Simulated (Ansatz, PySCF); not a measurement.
System: chloro(difluoro)methane, CHClF2, net charge 0, singlet state. 
Geometry from a B3LYP-D3(BJ)/def2-TZVP (Ansatz, a program for electronic structure) optimisation:
SMILES: FC(F)Cl
```xyz
5

F     -0.9293     1.1547    -0.2887
C     -0.4772     0.0446     0.3178
F     -1.0941    -1.0146    -0.2314
Cl     1.2802    -0.0951     0.0818
H     -0.6909     0.0890     1.3835
```
Charge 0, spin multiplicity 1.

Total electronic energies in hartree. Correlated levels leave the core frozen unless marked. Spin-orbit coupling is left out. Non-relativistic. CBS marks a two-point X^-3 extrapolation of the correlation energy; Hartree-Fock from the larger set. The bracket is a focal-point correction in the basis named.

```
level                                                                             program  energy (Eh)
-------------------------------------------------------------------------  --------------  -----------
revPBE-D4/def2-TZVPD                                                       Ansatz + dftd4   -698.56017
PBE0/STO-3G                                                                        Ansatz   -689.86690
BHLYP-D3(BJ)/def2-TZVPD                                                    Ansatz + dftd3   -698.61392
TPSSh/def2-TZVPD                                                                    PySCF   -698.72006
RPA@PBE/cc-pV(T+d)Z                                                                Ansatz   -698.19740
MP2/6-31G*                                                                         Ansatz   -697.39528
MP2/cc-pVTZ                                                                        Ansatz   -697.78487
RI-MP2/CBS(cc-pV(T+d)Z,cc-pV(Q+d)Z)+[CCSD(T)-MP2]/cc-pV(D+d)Z                      Ansatz    -697.9819
RI-MP2/CBS(aug-cc-pV(T+d)Z,aug-cc-pV(Q+d)Z)+[CCSD(T)-MP2]/aug-cc-pV(T+d)Z          Ansatz    -697.9989
```

Totals of different functionals don't rank their quality; only differences between species are comparable.
